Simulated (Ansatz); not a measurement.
Born–Oppenheimer molecular dynamics of CH7GeNSe (11 atoms, charge 0, multiplicity 1). It starts at the highest image of a converged band. Of that band: Neighbouring images differ by up to 2.0 eV, so the band resolves the path poorly. A vibrational analysis at the climbing image gives one clearly imaginary mode, 1458i cm⁻¹: a first-order saddle point.

Level of theory: Ansatz 0.2.0, RKS PBE/def2-SVP.

```json
{
 "ensemble": "NVE (velocity Verlet)",
 "time step": "0.5 fs",
 "steps asked": "200",
 "starting velocities drawn for": "100 K",
 "seed": "12235"
}
```

First frame:

```xyz
11
Properties=species:S:1:pos:R:3
N -1.322 1.042 -0.150
C 0.171 0.950 -0.613
Ge 1.144 -0.477 0.207
Se 0.009 -2.500 -0.451
H -1.772 1.899 -0.489
H -1.601 0.825 0.827
H -1.073 0.386 -1.060
H 0.671 1.937 -0.616
H 1.170 -0.587 1.778
H 2.602 -0.448 -0.326
H 0.067 -3.084 0.913
```

**Question.** How far do the bonds stretch over the last three quarters of this one trajectory? (Pairs bonded in most of those frames.)

**Answer.** 
```tsv
bond	mean (Å)	spread (Å)	shortest	longest
N1–C2	1.505	0.035	1.43	1.57
N1–H5	1.042	0.026	1.00	1.10
N1–H6	1.056	0.039	0.98	1.13
N1–H7	1.061	0.057	0.96	1.15
C2–Ge3	1.882	0.038	1.81	1.99
C2–H8	1.113	0.013	1.09	1.14
Ge3–Se4	2.462	0.066	2.38	2.58
Ge3–H9	1.576	0.015	1.54	1.60
Ge3–H10	1.553	0.024	1.51	1.59
Se4–H11	1.486	0.004	1.48	1.49
```

Mean temperature of the second half: 506 K. The conserved energy stayed within 0.23 meV per atom of its start (net change 0.0077 meV per atom), so the integration is sound. The system heated up, since it started high on the potential surface and ran downhill. A run of 0.1 ps of so small a system gives no equilibrium averages. The orbitals stay closed-shell, which can raise the energy where a bond breaks towards radicals; this wasn't checked here.

Run time: 8.3 min on 2 threads of Intel(R) Xeon(R) Platinum 8259CL CPU @ 2.50GHz (Skylake/Cascade Lake) (shared host), peak memory 0.21 GiB.
